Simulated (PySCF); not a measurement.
C2H5BeF, SMILES C[CH2][Be][F].

Geometry optimised at PBE-D3(BJ)/def2-SVP. The values are those of a single conformer.

Computed with IEF-PCM-ωB97X/def2-SVP run with PySCF.

The values are the electrostatic part of the solvation free energy, E(continuum) − E(gas) at the gas-phase geometry, in a cavity of scaled van der Waals radii (PySCF's table); cavitation and dispersion terms are not included. A continuum can't describe solvent molecules that bind to the metal. In vacuum the orbital gap is 12.67 eV. The dipole moment in vacuum is 1.37 D.

```json
[
 {"solvent": "water", "ε": "78.36", "ΔG(elec) (kcal/mol)": "-5.3", "dipole (D)": "1.32", "gap (eV)": "12.68"},
 {"solvent": "chlorobenzene", "ε": "5.70", "ΔG(elec) (kcal/mol)": "-4.0", "dipole (D)": "1.36", "gap (eV)": "12.66"},
 {"solvent": "acetonitrile", "ε": "35.69", "ΔG(elec) (kcal/mol)": "-5.2", "dipole (D)": "1.33", "gap (eV)": "12.68"}
]
```
